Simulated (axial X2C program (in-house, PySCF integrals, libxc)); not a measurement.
Photoelectron levels of TaC⁻ by EOM-IP-CCSD

Computed with an axial X2C code built on PySCF integrals: two-component X2C with atomic mean-field Coulomb and Gaunt terms, Gaussian nuclei, basis Ta dyall-acv3z, C dyall-av3z with contracted cores.

R = 1.737 Å (near the PBE0 minimum at charge -1 of the determinant lowest at the starting distance; the state shown can have its own minimum elsewhere).

Vertical detachment energies of TaC⁻ to the states of TaC:

```csv
Ω of TaC,vertical detachment energy (eV),above lowest (cm⁻¹),ionised spinor,one-hole weight
1/2,2.239,0,"38% C pσ, 26% Ta sσ, 25% Ta pσ",0.94
1/2,2.554,2537,"37% Ta dσ, 24% Ta sσ, 20% C pσ",0.92
3/2,3.269,8306,"48% Ta dπ, 44% C pπ",0.91
1/2,3.404,9397,"45% Ta dπ, 42% C pπ",0.91
```

Q: Take the first Ω = 1/2 and Ω = 3/2 rows of π character: how far apart are they, and which lies lower?

A: E(3/2) − E(1/2) = 8306 − 9397 = -1091 cm⁻¹ at EOM-IP-CCSD: inverted, Ω = 3/2 lower. Splittings at this level can be off by ten to twenty per cent.

This point took 21 s on 1 thread of Arm Neoverse V2, on a shared host.

Reference electrons by ω block (each with its −ω partner): 1/2: 24, 3/2: 11, 5/2: 4, 7/2: 1. 18 electrons of TaC⁻ correlated (inner shells frozen), 84 natural virtual spinors (a truncated set); levels can be off by some tenths of an eV. Roots sought by Ω: (1/2: 4, 3/2: 3, 5/2: 1); the list ends where they run out and leaves out roots under 60 % one-particle weight. The solver can skip a root, and states that need a further excitation, which the method places far too high, are missing though they may lie low or lowest. T1 of the reference 0.033 (Lee–Taylor). Number of frozen shells: Ta 4 s, 3 p, 2 d, 1 f; C 1 s. Large amplitudes in the reference (orbital relaxation or multireference character) lower the reliability.
